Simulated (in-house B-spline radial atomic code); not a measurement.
# OEP/ALDAx excitations of the strontium ion Sr⁸⁺

Method: OEP/ALDAx. Computed with a B-spline radial code for spherical atoms: linear response of the closed shell [Ar] 3d10 4s2 with the adiabatic LDA exchange kernel on the exchange-only optimised effective potential; scalar-relativistic (spin-free one-electron X2C), finite nucleus, no spin-orbit coupling, no double excitations, S, P, D and F terms only; shells from n = 2 respond. Only terms of natural parity with L up to 3 were computed.

Command:
```bash
python run_td.py task.json out
```
Settings (radii: box in bohr, nucleus in fm):
```
Z                        38
electrons                30
configuration            [Ar] 3d10 4s2
hamiltonian              x2c
method                   oep
box_radius               11.59
rms_radius               4.224
intervals                101
```

Cost of the run: 1.4 s on 1 thread of Arm Neoverse V1, with other jobs on the host.

The lowest states, in the order of their Tamm-Dancoff energies; the method's threshold (minus the highest occupied level) is 156.31 eV. Labels give the largest channel, * marks a mixed state, and oscillator strengths are full-response dipole values. Semilocal kernels can invert the small singlet-triplet splittings of Rydberg terms. Energies in eV:

```tsv
state	full response	Tamm-Dancoff	oscillator strength
4s → 4p 3P	19.016	19.213	-
4s → 4p 1P	26.675	27.553	1.5
4s → 4d 3D	52.53	52.59	-
4s → 4d 1D	?	?	-
4s → 5s 3S	?	?	-
4s → 5s 1S	75.59	75.63	-
4s → 4f 3F	82.56	82.60	-
4s → 5p 3P	82.72	82.73	-
4s → 5p 1P	83.58	83.64	0.132
4s → 4f 1F	84.08	84.09	-
4s → 5d 3D	96.62	96.63	-
4s → 5d 1D	97.25	97.26	-
4s → 6s 3S	105.77	105.78	-
4s → 6s 1S	106.34	106.36	-
4s → 5f 3F	109.73	109.74	-
4s → 6p 3P	110.17	110.17	-
4s → 5f 1F	110.21	110.22	-
4s → 6p 1P	110.47	110.49	0.0573
```

Task: Where does 4s → 5s 3S lie?

Result: At 73.83 eV in full response, 73.84 eV in Tamm-Dancoff.

Task: Where does 4s → 4d 1D lie?

Result: At 55.85 eV in full response, 55.89 eV in Tamm-Dancoff.

Task: How large is the singlet-triplet splitting of 4s → 4p (P terms) in Tamm-Dancoff?

Result: 8.34 eV, from the unrounded values.

Task: What polarisabilities and dispersion coefficient does the method give?

Result: Dipole 1.718 bohr³, quadrupole 1.457 bohr⁵, C6 2.588 hartree·bohr⁶ for two such species.
